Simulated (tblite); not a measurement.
C5HNO2.
SMILES: `N#Cc1cc(=O)c1=O`

Level: GFN2-xTB in tblite, geometry and Hessian alike; calculated harmonic values, unscaled, isolated species. This tight-binding method is rough: wavenumbers can miss measured ones by several per cent, in bad cases by 10 to 20.

Harmonic wavenumbers (cm⁻¹): 61.4, 130.1, 189.2, 301.3, 308.9, 450.4, 549.2, 583.0, 637.1, 760.7, 782.3, 833.0, 835.9, 994.0, 1113.8, 1140.1, 1584.7, 1850.4, 1898.1, 2344.4, 3135.9.

A = 4886, B = 1496, C = 1145 MHz; mass 107.001 u (most abundant isotopes); point group Cs, symmetry number 1.

Question: Zero-point energy?

Answer: Half the sum of the wavenumbers: 10242 cm⁻¹ = 122.52 kJ/mol.

Question: Give the ideal-gas entropy at 273.15 K and 1 bar in the rigid-rotor, harmonic-oscillator model (classical rotation).

Answer: Translation 165.31, rotation 116.24, vibration 59.33: S = 340.9 J/(mol K).

Question: And Cp and H(273.15 K) − H(0)?

Answer: Cp = 99.72 J/(mol K), of which vibrations give 66.46 (their classical limit is 21 R = 174.6); H(273.15 K) − H(0) = 18.01 kJ/mol without the zero-point energy, 8.93 from vibrations.

Question: What must be added to the electronic energy to get the Gibbs energy at 273.15 K and 1 bar?

Answer: ZPE + [H(273.15 K) − H(0)] − T·S = 122.52 + 18.01 − 93.11 = 47.42 kJ/mol.

Question: Blend soft modes into free rotors: weight 1/[1 + (100 cm⁻¹/ν̃)⁴] for the oscillator and the rest for a rotor with moment μB/(μ + B), μ = h/(8π²ν), B = 10⁻⁴⁴ kg m². What vibrational entropy results?

Answer: 55.49 J/(mol K) in place of 59.33, which changes −T·S at 273.15 K by +1.05 kJ/mol.

Question: Which modes carry the vibrational entropy at 273.15 K?

Answer: 61.4 cm⁻¹: 17.74; 130.1 cm⁻¹: 11.62; 189.2 cm⁻¹: 8.68; 301.3 cm⁻¹: 5.30; 308.9 cm⁻¹: 5.13; 450.4 cm⁻¹: 2.84 J/(mol K); the other 15 give 8.03 together.

Question: How do the functions run with temperature in this model?

Answer: 
| T (K) | S (J/(mol K)) | Cp (J/(mol K)) | H − H(0) (kJ/mol) | G − H(0) (kJ/mol) | ln q(vib) |
| --- | --- | --- | --- | --- | --- |
| 150 | 290.9 | 69.5 | 7.55 | -36.08 | 1.46 |
| 250 | 332.3 | 94.4 | 15.77 | -67.31 | 2.87 |
| 298.15 | 349.8 | 105.2 | 20.57 | -83.73 | 3.56 |
| 400 | 383.5 | 124.2 | 32.30 | -121.12 | 5.03 |
| 600 | 439.1 | 149.7 | 59.90 | -203.59 | 7.80 |
| 900 | 504.5 | 171.7 | 108.46 | -345.57 | 11.55 |

q(vib) and H(0) count from the zero-point level.

Hindered rotation and anharmonicity are outside this model.
